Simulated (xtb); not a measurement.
Input for xtb: GFN2-xTB on C2H5Al (SMILES C=[CH][AlH2]), a point of a bond scan (R = 1.582 Å).

```
$ xtb mol.xyz --gfn 2 --sp --chrg 0 --uhf 0
8

Al    -0.13640480     0.16293037     1.16257739
H     -0.81514489     1.59101670     1.21761631
H      0.17826312    -0.64444815     2.48571591
C      0.29151772    -0.55237827    -0.58963342
C      0.01802875     0.14494252    -1.69877918
H      0.75944852    -1.52587481    -0.73005893
H      0.24169125    -0.21989595    -2.69843926
H     -0.44827436     1.12572183    -1.65786457
```

Program output:

```
[...]
           -------------------------------------------------
          |                Calculation Setup                |
           -------------------------------------------------



           -------------------------------------------------
          |                 G F N 2 - x T B                 |
           -------------------------------------------------

        Reference                      10.1021/acs.jctc.8b01176
      * Hamiltonian:
        H0-scaling (s, p, d)           1.850000    2.230000    2.230000
        zeta-weighting                 0.500000
      * Dispersion:
        s8                             2.700000
        a1                             0.520000
        a2                             5.000000
        s9                             5.000000
      * Repulsion:
        kExp                           1.500000    1.000000
        rExp                           1.000000
      * Coulomb:
        alpha                          2.000000
        third order                    shell-resolved
        anisotropic                    true
        a3                             3.000000
        a5                             4.000000
        cn-shift                       1.200000
        cn-exp                         4.000000
        max-rad                        5.000000


          ...................................................
          :                      SETUP                      :
          :.................................................:
          :  # basis functions                  23          :
          :  # atomic orbitals                  22          :
          :  # shells                           12          :
          :  # electrons                        16          :
          :  max. iterations                   250          :
          :  Hamiltonian                  GFN2-xTB          :
          :  restarted?                      false          :
          :  GBSA solvation                  false          :
          :  PC potential                    false          :
          :  electronic temp.          300.0000000     K    :
          :  accuracy                    1.0000000          :
          :  -> integral cutoff          0.2500000E+02      :
          :  -> integral neglect         0.1000000E-07      :
          :  -> SCF convergence          0.1000000E-05 Eh   :
          :  -> wf. convergence          0.1000000E-03 e    :
          :  Broyden damping             0.4000000          :
          :  net charge                          0          :
          :  unpaired electrons                  0          :
          ...................................................

 iter      E             dE          RMSdq      gap      omega  full diag
   1     -7.8685429 -0.786854E+01  0.205E+01    3.68       0.0  T
   2     -7.9310320 -0.624891E-01  0.119E+01    3.65       1.0  T
   3     -7.9076662  0.233658E-01  0.825E+00    3.91       1.0  T
   4     -7.9483125 -0.406463E-01  0.177E+00    3.60       1.0  T
   5     -7.9535811 -0.526858E-02  0.967E-01    3.89       1.0  T
   6     -7.9571054 -0.352437E-02  0.395E-01    3.81       1.0  T
   7     -7.9571480 -0.425251E-04  0.191E-01    3.81       1.0  T
   8     -7.9571908 -0.428668E-04  0.106E-01    3.82       1.0  T
   9     -7.9572053 -0.144723E-04  0.350E-02    3.82       1.0  T
  10     -7.9572064 -0.112174E-05  0.774E-03    3.82       4.6  T
  11     -7.9572065 -0.285581E-07  0.436E-03    3.82       8.1  T
  12     -7.9572065 -0.230734E-07  0.438E-04    3.82      80.7  T
  13     -7.9572065 -0.410330E-09  0.118E-04    3.82     298.9  T

   *** convergence criteria satisfied after 13 iterations ***

         #    Occupation            Energy/Eh            Energy/eV
      -------------------------------------------------------------
         1        2.0000           -0.6097264             -16.5915
         2        2.0000           -0.5461589             -14.8617
         3        2.0000           -0.5097578             -13.8712
         4        2.0000           -0.4856891             -13.2163
         5        2.0000           -0.4525523             -12.3146
         6        2.0000           -0.4196489             -11.4192
         7        2.0000           -0.4072051             -11.0806
         8        2.0000           -0.3855581             -10.4916 (HOMO)
         9                         -0.2453448              -6.6762 (LUMO)
        10                         -0.2125755              -5.7845
        11                         -0.1928034              -5.2464
        12                         -0.1781133              -4.8467
        13                         -0.1312005              -3.5701
       ...                                ...                  ...
        22                          0.9214635              25.0743
      -------------------------------------------------------------
                  HL-Gap            0.1402133 Eh            3.8154 eV
             Fermi-level           -0.3154515 Eh           -8.5839 eV

 SCC (total)                   0 d,  0 h,  0 min,  0.005 sec
 SCC setup                      ...        0 min,  0.000 sec (  2.269%)
 Dispersion                     ...        0 min,  0.000 sec (  0.825%)
 classical contributions        ...        0 min,  0.000 sec (  0.372%)
 integral evaluation            ...        0 min,  0.001 sec ( 12.152%)
 iterations                     ...        0 min,  0.003 sec ( 59.821%)
 molecular gradient             ...        0 min,  0.001 sec ( 22.864%)
 printout                       ...        0 min,  0.000 sec (  1.492%)

         :::::::::::::::::::::::::::::::::::::::::::::::::::::
         ::                     SUMMARY                     ::
         :::::::::::::::::::::::::::::::::::::::::::::::::::::
         :: total energy              -7.836034940584 Eh    ::
         :: gradient norm              0.019216302253 Eh/a0 ::
         :: HOMO-LUMO gap              3.815399208087 eV    ::
         ::.................................................::
         :: SCC energy                -7.957205779654 Eh    ::
         :: -> isotropic ES            0.024685547287 Eh    ::
         :: -> anisotropic ES          0.005503396600 Eh    ::
         :: -> anisotropic XC         -0.002072035026 Eh    ::
         :: -> dispersion             -0.003374415656 Eh    ::
         :: repulsion energy           0.121170839070 Eh    ::
         :: add. restraining           0.000000000000 Eh    ::
         :: total charge              -0.000000000000 e     ::
         :::::::::::::::::::::::::::::::::::::::::::::::::::::

           -------------------------------------------------
          |                Property Printout                |
           -------------------------------------------------

    * Orbital Energies and Occupations

         #    Occupation            Energy/Eh            Energy/eV
      -------------------------------------------------------------
         1        2.0000           -0.6097264             -16.5915
         2        2.0000           -0.5461589             -14.8617
         3        2.0000           -0.5097578             -13.8712
         4        2.0000           -0.4856891             -13.2163
         5        2.0000           -0.4525523             -12.3146
         6        2.0000           -0.4196489             -11.4192
         7        2.0000           -0.4072051             -11.0806
         8        2.0000           -0.3855581             -10.4916 (HOMO)
         9                         -0.2453448              -6.6762 (LUMO)
        10                         -0.2125755              -5.7845
        11                         -0.1928034              -5.2464
        12                         -0.1781133              -4.8467
Note: The following floating-point exceptions are signalling: IEEE_UNDERFLOW_FLAG IEEE_DENORMAL
normal termination of xtb
        13                         -0.1312005              -3.5701
        14                         -0.1297344              -3.5303
        15                         -0.0293970              -0.7999
        16                          0.1443228               3.9272
        17                          0.1727632               4.7011
        18                          0.3045622               8.2876
        19                          0.5048630              13.7380
       ...                                ...                  ...
        22                          0.9214635              25.0743
      -------------------------------------------------------------
                  HL-Gap            0.1402133 Eh            3.8154 eV
             Fermi-level           -0.3154515 Eh           -8.5839 eV

     #   Z          covCN         q      C6AA      α(0)
     1  13 Al       2.641     0.364    93.983    19.796
     2   1 H        0.872    -0.160     8.275     4.504
     3   1 H        0.873    -0.149     7.689     4.342
     4   6 C        2.747    -0.143    31.658     9.213
     5   6 C        2.885    -0.058    29.430     8.894
     6   1 H        0.925     0.056     2.249     2.345
     7   1 H        0.925     0.038     2.481     2.463
     8   1 H        0.925     0.053     2.286     2.364

 Mol. C6AA /au·bohr⁶  :        943.178288
 Mol. C8AA /au·bohr⁸  :      35350.707169
 Mol. α(0) /au        :         53.921463


Wiberg/Mayer (AO) data.
largest (>0.10) Wiberg bond orders for each atom

 ---------------------------------------------------------------------------
     #   Z sym  total        # sym  WBO       # sym  WBO       # sym  WBO
 ---------------------------------------------------------------------------
     1  13 Al   3.074 --     4 C    1.020     3 H    0.897     2 H    0.894
                             5 C    0.164
     2   1 H    0.974 --     1 Al   0.894
     3   1 H    0.978 --     1 Al   0.897
     4   6 C    3.915 --     5 C    1.898     1 Al   1.020     6 H    0.917
     5   6 C    3.991 --     4 C    1.898     7 H    0.970     8 H    0.957
                             1 Al   0.164
     6   1 H    0.997 --     4 C    0.917
     7   1 H    0.999 --     5 C    0.970
     8   1 H    0.997 --     5 C    0.957
 ---------------------------------------------------------------------------

Topologies differ in total number of bonds
Writing topology from bond orders to xtbtopo.mol

molecular dipole:
                 x           y           z       tot (Debye)
 q only:        0.074      -0.118      -0.358
   full:        0.104      -0.166      -0.493       1.347
molecular quadrupole (traceless):
                xx          xy          yy          xz          yz          zz
 q only:        1.065       0.785      -0.182       0.243      -0.261      -0.883
  q+dip:       -1.033      -0.758       0.235      -0.001      -0.235       0.799
   full:        3.464       2.744      -1.071       0.165       0.424      -2.393


           -------------------------------------------------
          | TOTAL ENERGY               -7.836034940584 Eh   |
          | GRADIENT NORM               0.019216302253 Eh/α |
          | HOMO-LUMO GAP               3.815399208087 eV   |
           -------------------------------------------------

------------------------------------------------------------------------
------------------------------------------------------------------------
 total:
 SCF:
```

The run finished.

Cost: roughly 0.03 core-seconds.
